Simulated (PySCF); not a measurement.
A GIAO shielding run with PySCF (density fitting, non-relativistic, gas phase) on SMILES [C@@H]1([SiH3])[SiH2][C@@H](C#N)/C(=C\F)C1, C₆H₁₀FNSi₂:

```
$ OMP_NUM_THREADS=1 python probes_run.py task.json out

{"job": {"kind": "nmr", "xc": "PBE0", "basis": "pcSseg-1"}, "charge": 0, "multiplicity": 1}
N      3.716283    -0.614781    -0.085720
C      2.637661    -0.641385     0.296472
C      1.272610    -0.669756     0.723166
Si     0.220697    -1.719028    -0.511413
C     -0.734497    -0.199536    -1.159831
Si    -2.482241    -0.008038    -0.411444
C      0.163417     0.990141    -0.768631
C      0.685129     0.711648     0.604435
C      0.573293     1.554755     1.615510
F      1.010544     1.252600     2.856239
H      1.246008    -1.026666     1.754447
H      1.072666    -2.359972    -1.513385
H     -0.575669    -2.699348     0.226531
H     -0.838061    -0.230746    -2.246383
H     -3.282244    -1.169346    -0.800249
H     -3.078522     1.222302    -0.937645
H     -2.392958     0.079466     1.046720
H     -0.370203     1.941317    -0.805171
H      1.014235     1.055701    -1.455507
H      0.136705     2.541351     1.568823
```

Hardware: 1 thread of an Arm Neoverse N1, shared host. The job also computes population analyses, field gradients, ring-centre shieldings.

(1) How large is the calculation?

(2) How long does it take, and how much memory does it need?

Results:

(1) 90 electrons, 234 basis functions and 1253 auxiliary functions.

(2) 99 s of wall time, with 14 SCF cycles and 5 response iterations; peak memory 1.1 GiB. Times on a shared host scatter by some tens of per cent.
